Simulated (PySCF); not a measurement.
**SbH₅, singlet: data card**

Level of theory: BP86/[Sb def2-TZVP with ECP28, H def2-TZVP], scalar-relativistic core potentials, density fitting, no spin–orbit coupling, PySCF.

The structure is a minimum.

```xyz
6
charge 0 multiplicity 1, angstrom
Sb    0.0000    0.0000    0.0000
H     0.0000    0.0000    1.7856
H     0.0000    0.0000   -1.7856
H     1.7292    0.0000    0.0000
H    -0.8646    1.4976    0.0000
H    -0.8646   -1.4975    0.0000
```

- Point group: D3h
- Bond lengths: Sb–H 1.729 Å (×3), Sb–H 1.786 Å (×2)
- Bond angles: H–Sb–H 90.0° (×6), H–Sb–H 120.0° (×3), H–Sb–H 180.0°
- Atomisation energy without zero-point energy: 1104 kJ/mol
- Principal polarisabilities: 44.2, 44.2, 54.3 bohr³
- Rotational symmetry number: 6
- Heat capacity Cp at 298.15 K: 56.7 J/(mol K)
- Highest occupied level: -5.47 eV
- Principal quadrupole moments (Buckingham, traceless) about the centre of mass: -4.81, 2.40, 2.40 D Å
- Rotational constants: 1.865, 1.54, 1.54 cm⁻¹
- Dipole moment: 0.00 D
- Entropy at 298.15 K and 1 bar: 242.9 J/(mol K)
- Lowest empty level: -1.79 eV
- Zero-point energy: 83.9 kJ/mol
- Enthalpy at 298.15 K above 0 K: 12.27 kJ/mol

Harmonic modes (masses in u: Sb 120.904, H 1.008):
```
symmetry  ω (cm⁻¹)  IR (km/mol, summed over degenerate members)     type
      e'       405                                         12.4     bend
      e'       807                                          419     bend
    a2''       871                                          294     bend
     e''      1034                                          0.0     bend
     a1'      1572                                          0.0  stretch
    a2''      1602                                          618  stretch
      e'      1822                                          328  stretch
     a1'      1850                                          0.0  stretch
```

In D3h the vibrations span 3e' + 2a2'' + e'' + 2a1'. The a1', e'' modes carry no infrared intensity, as symmetry demands.

Charges (e):
```tsv
atom	Mulliken	Löwdin	polar tensor	Mayer order to Sb1
Sb1	0.26	0.25	1.49	–
H2,3	-0.10	-0.08	-0.40	0.78
H4,5,6	-0.02	-0.03	-0.23	0.86
```

Mulliken populations on Sb1 (electrons outside its core potential): s 3.58, p 8.83, d 10.29, f 0.03.

Counting electrons, antimony keeps none of its valence electrons outside its bonds, so the VSEPR class is AX5 and the expected shape is trigonal bipyramidal (D3h), as computed.

The final relaxation and frequency run took 42 s on 2 threads of a shared Arm Neoverse N1 host, with 80 basis functions and 11 gradients; the process peaked at 1.2 GiB. Launch command: `OMP_NUM_THREADS=2 python axn.py task.json out`.
